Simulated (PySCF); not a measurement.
Cr(OH) (CrHO), SMILES [OH][Cr] (connectivity only; charge and spin as stated), neutral, multiplicity 6. Geometry optimised at PBE0-D3(BJ)/def2-TZVP. The multiplicity is an assumed one; other spin states were not compared.

Computed with PBE0-D3(BJ)/def2-TZVP run with PySCF.

Harmonic wavenumbers (cm⁻¹): 627, 657, 3886. Rotational constants (GHz): 792.6, 11.46, 11.29; symmetry number 1.

Q: Work out the zero-point energy and the ideal-gas rigid-rotor harmonic-oscillator thermochemistry at 298.15 K and 1 atm.

A: ZPE = ½ Σ hcν = ½ × 5171 cm⁻¹ = 7.39 kcal/mol. H − E(el) = 9.94 kcal/mol. Entropy in cal/(mol K): translation 38.61, rotation 18.69, vibration 0.77, spin 3.56, total 61.63. G − E(el) = -8.44 kcal/mol. Cp = 9.84 cal/(mol K).
